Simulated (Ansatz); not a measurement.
`NB1CCO1` + HCl → `ClB1CCO1` + NH₃ at 500 K and 1 bar (ligand exchange at a B–N bond).

Gas-phase electronic energies from Ansatz, PBE0-D4/def2-TZVP geometries. CCSD(T)/CBS is the MP2 limit (def2-TZVPP, def2-QZVPP) plus CCSD(T) − MP2 in def2-TZVPP, frozen cores. This one scheme is used for every species. One conformer a species, not always the lowest.

```csv
species,CCSD(T)/CBS energy (Eh),H − E (kJ/mol),S (J/(mol·K))
`NB1CCO1`,-234.45590,276.8,355.8
HCl,-460.38127,32.5,201.9
`ClB1CCO1`,-638.32341,205.1,350.9
NH₃,-56.50880,108.2,211.8
```

H − E and S are ideal-gas, rigid-rotor, harmonic terms from PBE0-D4/def2-TZVP, for one conformer and one mirror image of each species. 1 Eh = 2625.50 kJ/mol, R = 8.31446 J/(mol·K).

Problem. By hand: ΔE, ΔH, ΔS and ΔG.

Solution. ΔE = (-638.32341) + (-56.50880) − (-234.45590) − (-460.38127) = 0.00496 Eh = 13.0 kJ/mol. Δ(H − E) = 205.1 + 108.2 − 276.8 − 32.5 = 4.0, so ΔH = 17.0 kJ/mol. ΔS = 350.9 + 211.8 − 355.8 − 201.9 = 5.0 J/(mol·K). ΔG = 17.0 − 500 × (5.0)/1000 = 14.5 kJ/mol.

Problem. By hand: the equilibrium constant, and the temperature at which ΔG would vanish if ΔH and ΔS stayed fixed.

Solution. log₁₀ K = −ΔG/(RT ln 10) = -1.5. ΔG = 0 at ΔH/ΔS = 3400 K, far beyond where these terms or the molecules hold.

The number of gas molecules stays the same, so ΔS is small and ΔH decides. A doubt of 5 kJ/mol in ΔE shifts log₁₀ K by 0.5 here. Other conformers and mirror images would add mixing entropy, several J/(mol·K) or more a flexible species. These are equilibria of isolated gas molecules and say nothing of rates. Largest T1 diagnostic: 0.013 (customary marks: 0.02 for closed shells, 0.045 for open ones).
